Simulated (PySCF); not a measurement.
This script is equivalent to a calculation on Sr (strontium, neutral).

```python
from pyscf import gto, scf, dft, mp, cc
import basis_set_exchange as bse
txt = bse.get_basis("def2-TZVPPD", elements=["Sr"], fmt="nwchem", header=False)
cut = txt.index("\nECP")
mol = gto.M(atom="Sr 0 0 0", charge=0, spin=0, symmetry="D2h",
            basis=gto.basis.parse(txt[:cut]),
            ecp={"Sr": gto.basis.parse_ecp(txt[cut:])})
mf = dft.UKS(mol, xc="M06L")
mf.irrep_nelec = {'Ag': (2, 2), 'B1u': (1, 1), 'B2u': (1, 1), 'B3u': (1, 1)}
mf.kernel()
```

Problem. What total energy does it give?

Solution. -30.684 hartree (calculated).

Problem. Which occupied shell lies highest, and where?

Solution. 5s, at -3.512 eV.

Energies and moments cover only the electrons outside the core potential.
